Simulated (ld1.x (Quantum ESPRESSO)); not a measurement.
## What one change does to a pseudopotential (Cl (Z = 17), TM)

Cl (Z = 17), norm-conserving Troullier–Martins (Kleinman–Bylander form), made with ld1.x (Quantum ESPRESSO) 7.5 (PBEsol, non-relativistic). Core [Ne], reference 3s2 3p5. Waves: 3s (bound): rc 1.40 bohr; 3p (bound): rc 1.30 bohr; 3d channel at -0.15 Ry: rc 1.50 bohr. Local part: all-electron potential smoothed inside 1.00 bohr (lloc = -1). Core correction: a·sin(br)/r model core, default radius (core density twice the valence density).

Change: local potential all-electron potential smoothed inside 1.16 bohr (lloc = -1).

Cutoffs: the cutoffs (Ry, on a coarse ladder) from which the occupation-weighted sum of valence levels, in a spherical-Bessel basis at the reference potential, stays within 10 and 1 mRy of its value at 400 Ry; they do not see the model core or the augmentation charge, which bear on the density cutoff. Errors are all-electron minus pseudo energies relative to the spin-unpolarised reference configuration.

Problem. Predict the effect on cutoff, ghosts and configuration errors.

Solution. The potential gets neither clearly harder nor softer (45 Ry and 70 Ry → 45 Ry and 70 Ry); the errors of the 7 common tests hardly move; neither file shows a bound ghost.

| quantity | base | changed |
| --- | --- | --- |
| cutoff, loose | 45 Ry | 45 Ry |
| cutoff, tight | 70 Ry | 70 Ry |
| bound ghosts | none | none |
| error for 3s2 3p4, meV [ΔE 13.85 eV] | +6.4 | +6.1 |
| error for 3s2 3p3, meV [ΔE 39.26 eV] | +40 | +38 |
| error for 3s2 3p2, meV [ΔE 77.52 eV] | +130 | +125 |
| error for 3s1 3p6, meV [ΔE 11.93 eV] | +0.1 | +0.1 |
| error for 3s2 3p4.5, meV [ΔE 5.57 eV] | +1.2 | +1.2 |
| error for 3s1 3p5, meV [ΔE 26.33 eV] | +9.3 | +8.9 |
| error for 3s2 3p1, meV [ΔE 129.71 eV] | +316 | +301 |
| s: phases at 1.65 bohr within 0.05 rad from the reference energy up to (Ry; the scan ends near 5) | 2.0 | 2.4 |
| p: phases at 1.65 bohr within 0.05 rad from the reference energy up to (Ry; the scan ends near 5) | to the end of the scan | to the end of the scan |
| d: phases at 1.65 bohr within 0.05 rad from the reference energy up to (Ry; the scan ends near 5) | to the end of the scan | to the end of the scan |
